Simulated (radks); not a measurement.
The rubidium ion Rb+, 36 electrons, occupied as [Kr]. Calculated with a radial shooting solver on a logarithmic mesh with Libxc functionals: scalar-relativistic Kohn-Sham, Slater X-alpha with alpha = 0.821, spin-polarised, spherical densities, finite nucleus; Fermi nuclear charge, rms radius 4.2036 fm.

Normalised radial functions P(r) = r R(r), r in bohr:

r,3p,3d
0.003443,0.0078,0.0000
0.004483,0.0126,0.0001
0.005837,0.0203,0.0002
0.007601,0.0326,0.0004
0.009897,0.0519,0.0009
0.01289,0.0820,0.0018
0.01678,0.1275,0.0038
0.02185,0.1942,0.0079
0.02845,0.2879,0.0159
0.03705,0.4110,0.0316
0.04824,0.5582,0.0611
0.06282,0.7075,0.1142
0.0818,0.8126,0.2045
0.1065,0.8016,0.3475
0.1387,0.5939,0.5534
0.1806,0.1465,0.8149
0.2352,-0.4834,1.0926
0.3062,-1.1088,1.3125
0.3987,-1.4797,1.3884
0.5192,-1.4445,1.2722
0.676,-1.0725,0.9925
0.8803,-0.5994,0.6439
1.146,-0.2431,0.3364
1.493,-0.0672,0.1352
1.944,-0.0116,0.0392
2.531,-0.0011,0.0075
3.295,0.0000,0.0009
4.291,0.0000,0.0000
5.587,0.0000,0.0000

3p: eigenvalue -236.54 eV, 1 radial node at r = 0.193 bohr, <r> = 0.516 bohr, 90 % of the charge inside 0.784 bohr. 3d: eigenvalue -115.37 eV, 0 radial nodes, <r> = 0.519 bohr, 90 % of the charge inside 0.845 bohr.
